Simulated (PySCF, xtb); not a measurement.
**A geometry optimisation of CH4BrSi+ with r2SCAN-D4/def2-SVP**

The starting geometry of this gas-phase singlet was built from a drawn formula by distance geometry and a force field; its bonds are those of `[SiH2+]CBr`.

```xyz
7

C    -1.9307   -0.2750   -0.6700
Br   -0.3712    0.8896   -0.8096
Si   -1.9332   -1.0641    0.9475
H    -2.2709   -0.1084    2.0319
H    -2.9651   -2.1557    1.0565
H    -2.8094    0.3279   -0.9292
H    -1.7915   -1.0317   -1.5245
```

Q: Where would you expect an optimisation with r2SCAN-D4/def2-SVP to take it?

A: A new bond forms, giving a structure with Br2 bridging C1 and Si3, given below by its coordinates. Contacts that close: Br2–Si3 (3.06 → 2.35 Å).

The energy falls by 1.93 eV over 13 steps:

```tsv
step	E − E(last) (eV)
1	1.934
2	1.279
4	0.564
5	0.464
6	0.231
8	0.030
9	0.006
10	0.002
12	0.000
13	0.000
```

Final geometry (Å):

```xyz
7

C    -2.2717   -0.2647   -0.8499
Br   -0.3436    0.1007   -0.2412
Si   -2.1689   -0.8537    0.9002
H    -2.6129    0.0593    1.9689
H    -1.9047   -2.2838    1.1411
H    -2.7212    0.7066   -1.0951
H    -2.2156   -0.9690   -1.6904
```

From the same start GFN2-xTB reaches the same bonding as this run.

No frequencies were run, so the end isn't proven a minimum. Run with PySCF 2.14.0, 110 s on 2 threads of Arm Neoverse V1, on a shared host.
